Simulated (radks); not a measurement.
Spherical jellium clusters: N electrons in a uniform positive sphere of charge N and radius rs N^(1/3), rs = 2.83 bohr. Method: non-relativistic Kohn-Sham, LDA (Slater exchange, Perdew-Wang correlation), spin-polarised, spherical densities; computed with a radial shooting solver with Libxc functionals. Levels are named by radial order and angular momentum (1s, 1p, 1d, 2s, ...), and open shells are averaged over m.

N = 24, configuration 1s2 1p6 1d10 2s2 1f(up 4, down 0). This is the lowest configuration that the search found. Occupied and some empty levels:

level    occupation  eigenvalue (eV)  <r> (bohr)
1s up             1          -8.1030       4.991
1s down           1          -7.9004       4.836
1p up             3          -6.6894       5.972
1p down           3          -6.3950       5.891
1d up             5          -4.9431       6.705
1d down           5          -4.6015       6.682
2s up             1          -4.1964       5.758
2s down           1          -4.0015       5.843
1f up             4          -2.9570       7.410
1f down           0          -2.6035       7.447
2p up             0          -2.1475       7.397
2p down           0          -1.9621       7.504
1g up             0         -0.85102       8.322
2d up             0         -0.53186       10.27
1g down           0         -0.52627       8.503
2d down           0         -0.39396       10.74

Energy (eV): total -35.0360, kinetic 78.201, external -2248.0, Hartree 1099.1, exchange-correlation -116.35, background 1152.0.

Electron density:

r (bohr)  n(r) (e/bohr^3)
0.268             0.01382
0.942             0.01308
1.62              0.01181
2.29              0.01057
2.96             0.009841
3.64             0.009883
4.31              0.01052
4.98              0.01120
5.66              0.01126
6.33              0.01021
7.00             0.008109
7.68             0.005547
8.35             0.003289
9.03             0.001758
9.70            0.0008811
10.4            0.0004248
11.1            0.0001971
11.7           0.00009080
12.4           0.00004090
13.1           0.00001852
